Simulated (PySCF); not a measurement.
Molecule: vinylidene fluoride, SMILES C=C(F)F (C₂H₂F₂), singlet. Atoms near the plane z = 0.0 Å, at the B3LYP/def2-SVP optimised geometry (x, y, z in Å): C1 (-0.8, 0.0, 0.0), C2 (0.6, 0.0, 0.0), F3 (1.3, 1.1, 0.0), F4 (1.3, -1.1, 0.0), H5 (-1.3, -0.9, 0.0), H6 (-1.3, 0.9, 0.0).

Level of theory: B3LYP/def2-TZVP (PySCF). Cells within 0.4 Å of a nucleus heavier than hydrogen are left out (blank, or x). The values are rescaled to run from 0 to 1.

```
|00000000000000000000000000000|
|00000000000000000000000000000|
|00000000000000000000000000000|
|00000000000000000000000000000|
|00000000110000000111100000000|
|00000025663000002343321000000|
|00000479998300014566542100000|
|00003899999610015788765310000|
|00016999999820016888887521000|
|000179999999400158xxx88631000|
|000169999999510147xxx88642000|
|0001489999985322477xx88641000|
|00002579999646643787776420000|
|0000024677xxx78xxx55321000000|
|0000013564xxx89xxx22100000000|
|0000024677xxx78xxx55321000000|
|00002579999646643787776420000|
|0001489999985322477xx88641000|
|000169999999510147xxx88642000|
|000179999999400158xxx88631000|
|00016999999820016888887521000|
|00003899999610015788765310000|
|00000479998300014566542100000|
|00000025663000002343321000000|
|00000000110000000111100000000|
|00000000000000000000000000000|
|00000000000000000000000000000|
|00000000000000000000000000000|
|00000000000000000000000000000|
```
Scale: ten equal steps from 0.000 (start of '0') to 1.00 (end of '9'), in the order '0123456789'; x runs from -3.50 to 3.50, y from -3.50 (bottom) to 3.50 (top).

Q: Which quantity is mapped?
A) log10 of the electron density
B) Laplacian of the electron density
C) an orbital amplitude
D) electron localisation function

A: D, electron localisation function
